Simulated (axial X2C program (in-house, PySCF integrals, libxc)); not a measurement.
# Potential curves of MgW, without spin–orbit coupling

All values were computed with an in-house all-electron X2C program for linear molecules (integrals from PySCF). Spin-free means the one-electron spin-free X2C Hamiltonian. Basis: W dyall-cv3z [13s14p9d7f4g], Mg dyall-cv3z [9s8p6d3f] (cores contracted in-house); Gaussian nuclei, density fitting, unrestricted open shells. Masses: W 183.951 u, Mg 23.985 u.

State: M_S = 3, Λ = 0 (beyond evenly filled blocks: 2 × σα, π+α, π-α, δ+α, δ-α). Energies in kJ/mol from the lowest point of each curve. Fits are polynomials in 1 − R0/R over 0.85 to 1.23 times the lowest point R0.

| R (Å) | MP2 | PBE0 |
| --- | --- | --- |
| 2.4534 | 32.56 | 31.20 |
| 2.5662 | 13.74 | 12.61 |
| 2.6508 | 5.73 | 4.84 |
| 2.7354 | 1.48 | 1.02 |
| 2.8200 | 0.00 | 0.00 |
| 2.9187 | 0.73 | 1.52 |
| 3.0174 | 3.18 | 4.97 |
| 3.1443 | 7.75 | 10.98 |
| 3.2994 | 14.12 | 19.55 |

Correlated methods: 8 electrons correlated (number of frozen shells: W 5 s, 4 p, 2 d, 1 f; Mg 2 s, 1 p), 360 virtual spin orbitals or spinors in MP2.

The state is a single determinant with fixed occupations, the lowest that a limited PBE0 search found. Other states lie close and PBE0, whose exact exchange favours high spin, may order them wrongly; the determinant shown need not be the ground state. The nearest other spin-free determinant of the search, M_S = 2, Λ = 0, lies 0.51 eV up at the distance of the search. With the outer-core shells frozen, correlated bond lengths of heavy atoms tend to come out a few hundredths of an ångström too long. MP2 and coupled cluster on one determinant become unreliable at the stretched end.

Problem. Fit the MP2 curve near its minimum: give the equilibrium distance and the harmonic wavenumber.

Solution. At MP2, spin-free: Re = 2.837 Å, ωe ≈ 184 cm⁻¹; Be follows as 0.0987 cm⁻¹.

Problem. Fit the PBE0 curve near its minimum: give the equilibrium distance and the harmonic wavenumber.

Solution. At PBE0, spin-free: Re = 2.812 Å, ωe ≈ 201 cm⁻¹; Be follows as 0.1 cm⁻¹.
